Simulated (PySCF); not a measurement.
I2Zn, SMILES [I][Zn-][I] (connectivity only; charge and spin as stated), charge -1, multiplicity 2. Atoms are numbered in the order given.

```xyz
3

Zn     0.0000     0.0000     1.0561
I      0.0000     2.3488    -0.2989
I      0.0000    -2.3488    -0.2989
```
Charge -1, spin multiplicity 2.

The structure is a stationary point at B3LYP-D3(BJ)/def2-SVPD. The def2 effective core potentials stand for the cores of I; spin–orbit coupling is left out.

Level of theory: B3LYP-D3(BJ)/def2-SVPD (PySCF).

Frequencies are harmonic and unscaled.

| mode | ν (cm⁻¹) | IR (km/mol) | moving atoms (share of kinetic energy) |
|---|---|---|---|
| 1 | 41 | 0.0 | I 79 %, Zn 21 % |
| 2 | 137 | 6.4 | Zn 58 %, I 42 % |
| 3 | 170 | 56.4 | Zn 74 %, I 26 % |
